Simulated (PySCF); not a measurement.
**Rh²⁺ (rhodium, charge +2) across methods**

[Kr] 4d6 5p1, one real determinant (an excited configuration). Computed with PySCF 2.14 in x2c-TZVPPall (8s6p6d2f1g, 79 functions), with scalar relativity by spin-free X2C-1e.

```json
{"method": "UHF", "E (hartree)": "-4779.97111", "mean ε 4d α (eV)": "-39.451", "mean ε 4d β (eV)": "-35.383", "mean ε 5p α (eV)": "-18.786", "Σ⟨r²⟩ (bohr²)": "37.52", "⟨S²⟩": "8.753"}
{"method": "PBE", "E (hartree)": "-4781.83", "mean ε 4d α (eV)": "-31.791", "mean ε 4d β (eV)": "-29.004", "mean ε 5p α (eV)": "-16.650", "Σ⟨r²⟩ (bohr²)": "37.05", "⟨S²⟩": "8.751"}
{"method": "BHandHLYP", "E (hartree)": "-4782.24", "mean ε 4d α (eV)": "-35.789", "mean ε 4d β (eV)": "-32.703", "mean ε 5p α (eV)": "-17.736", "Σ⟨r²⟩ (bohr²)": "37.17", "⟨S²⟩": "8.751"}
{"method": "HSE06", "E (hartree)": "-4781.87", "mean ε 4d α (eV)": "-33.507", "mean ε 4d β (eV)": "-30.462", "mean ε 5p α (eV)": "-16.913", "Σ⟨r²⟩ (bohr²)": "37.07", "⟨S²⟩": "8.751"}
{"method": "wB97X", "E (hartree)": "-4782.36", "mean ε 4d α (eV)": "-36.219", "mean ε 4d β (eV)": "-33.503", "mean ε 5p α (eV)": "-18.870", "Σ⟨r²⟩ (bohr²)": "37.07", "⟨S²⟩": "8.751"}
{"method": "r2SCAN", "E (hartree)": "-4782.24", "mean ε 4d α (eV)": "-32.350", "mean ε 4d β (eV)": "-29.196", "mean ε 5p α (eV)": "-16.733", "Σ⟨r²⟩ (bohr²)": "36.93", "⟨S²⟩": "8.751"}
{"method": "LC-wPBE", "E (hartree)": "-4781.81", "mean ε 4d α (eV)": "-36.710", "mean ε 4d β (eV)": "-33.862", "mean ε 5p α (eV)": "-19.416", "Σ⟨r²⟩ (bohr²)": "36.97", "⟨S²⟩": "8.751"}
{"method": "LDA", "E (hartree)": "-4777.00", "mean ε 4d α (eV)": "-31.884", "mean ε 4d β (eV)": "-29.057", "mean ε 5p α (eV)": "-16.800", "Σ⟨r²⟩ (bohr²)": "36.95", "⟨S²⟩": "8.750"}
{"method": "PBE0", "E (hartree)": "-4781.91", "mean ε 4d α (eV)": "-33.939", "mean ε 4d β (eV)": "-30.889", "mean ε 5p α (eV)": "-17.296", "Σ⟨r²⟩ (bohr²)": "37.04", "⟨S²⟩": "8.751"}
```

⟨L²⟩ = 8.03 against 12 for a pure F term, so this real determinant mixes terms.
